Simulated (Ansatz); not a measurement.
Cost and result up the ladder for the cluster In₂PF₃ (the lowest singlet isomer of a short search) (6 atoms). Charge 0, multiplicity 1. Geometry: r2SCAN-D4/def2-SVP.

```xyz
6

In   -0.346   -1.249    0.886
In    0.612    0.845   -1.173
P     1.017   -1.532   -1.084
F    -0.591    0.882    0.621
F     0.646    2.694   -1.756
F    -1.338   -1.640    2.506
```

Ansatz on 4 threads of Arm Neoverse V2 on a shared host. Times are rough, and most runs start from the orbitals of an earlier one. ωB97X-V/def2-TZVPD serves as the yardstick here, not as an exact answer. Differences are given only for rows in sets of like size (and for xTB, whose basis is part of the method), since another set adds its own error. Binding counts from free atoms at the same level (In doublet, P quartet, F doublet; other spins of the atoms weren't run), without zero-point energy or a counterpoise term.

In the def2 sets In takes a core potential, while STO-3G treats all electrons; there is no spin–orbit coupling. Correlated methods freeze 16 core orbitals; core or outer-core shells of In are correlated, in sets that lack core-valence functions. The rows differ in basis, and correlated rows in double-zeta sets carry the largest basis error. The structure comes from a short search, and lower isomers may exist.

Correlated methods converge slowly with the basis, most of all in double-zeta sets.

```csv
level,functions,wall time,binding energy per atom (eV),difference from ωB97X-V/def2-TZVPD (eV)
HF/STO-3G,78,0.75 s,2.10,–
PBE-D4/def2-SVP,112,1 s,3.07,–
LDA (SPW92)/def2-TZVP,230,1.4 s,3.65,0.63
PBE0-D4/def2-SVP,112,1.6 s,2.87,–
PBE-D4/def2-TZVP,230,2.6 s,3.10,0.09
MP2/def2-TZVP,230,4.1 s,3.03,0.01
PBE-D4/def2-TZVPD,275,4.2 s,3.10,0.08
PBE0-D4/def2-TZVP,230,5 s,2.92,-0.09
r2SCAN-D4/def2-TZVP (with forces),230,6.5 s,3.02,0.00
PBE0-D4/def2-TZVPD,275,6.5 s,2.93,-0.09
RPA@PBE/def2-TZVP,230,8 s,2.61,-0.41
ωB97X-V/def2-TZVP,230,9 s,3.02,0.00
CCSD(T)/def2-SVP,112,14 s,2.65,–
ωB97X-V/def2-TZVPD,275,14 s,3.02,0.00
```
